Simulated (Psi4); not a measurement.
Calculation: SAPT0/jun-cc-pVDZ, frozen core (Psi4).

Psi4 input:

```
molecule {
0 1
H 0.37192003 0.00000000 0.00000000
H -0.37192003 -0.00000000 -0.00000000
--
0 1
F 2.11492906 -0.99258656 1.70912867
H 1.82799176 -0.36332312 2.32260599
units angstrom
symmetry c1
no_reorient
no_com
}
set basis jun-cc-pvdz
set scf_type df
set freeze_core true
energy('sapt0')
```

Part of the output:

```
    SAPT Results
  --------------------------------------------------------------------------------------------------------
    Electrostatics                 -0.74758680 [mEh]      -0.46911780 [kcal/mol]      -1.96278887 [kJ/mol]
      Elst10,r                     -0.74758680 [mEh]      -0.46911780 [kcal/mol]      -1.96278887 [kJ/mol]

    Exchange                        1.39422316 [mEh]       0.87488824 [kcal/mol]       3.66053239 [kJ/mol]
      Exch10                        1.39422316 [mEh]       0.87488824 [kcal/mol]       3.66053239 [kJ/mol]
      Exch10(S^2)                   1.39267627 [mEh]       0.87391755 [kcal/mol]       3.65647104 [kJ/mol]

    Induction                      -0.13475238 [mEh]      -0.08455840 [kcal/mol]      -0.35379233 [kJ/mol]
      Ind20,r                      -0.32323962 [mEh]      -0.20283592 [kcal/mol]      -0.84866550 [kJ/mol]
      Exch-Ind20,r                  0.26504684 [mEh]       0.16631940 [kcal/mol]       0.69588038 [kJ/mol]
      delta HF,r (2)               -0.07655960 [mEh]      -0.04804188 [kcal/mol]      -0.20100721 [kJ/mol]

    Dispersion                     -0.26627242 [mEh]      -0.16708847 [kcal/mol]      -0.69909815 [kJ/mol]
      Disp20                       -0.31044228 [mEh]      -0.19480547 [kcal/mol]      -0.81506610 [kJ/mol]
      Exch-Disp20                   0.04416986 [mEh]       0.02771701 [kcal/mol]       0.11596795 [kJ/mol]
      Disp20 (SS)                  -0.15522114 [mEh]      -0.09740274 [kcal/mol]      -0.40753305 [kJ/mol]
      Disp20 (OS)                  -0.15522114 [mEh]      -0.09740274 [kcal/mol]      -0.40753305 [kJ/mol]
      Exch-Disp20 (SS)              0.02071298 [mEh]       0.01299759 [kcal/mol]       0.05438193 [kJ/mol]
      Exch-Disp20 (OS)              0.02345688 [mEh]       0.01471941 [kcal/mol]       0.06158602 [kJ/mol]

  Total HF                          0.51188398 [mEh]       0.32121204 [kcal/mol]       1.34395119 [kJ/mol]
  Total SAPT0                       0.24561155 [mEh]       0.15412358 [kcal/mol]       0.64485304 [kJ/mol]
```
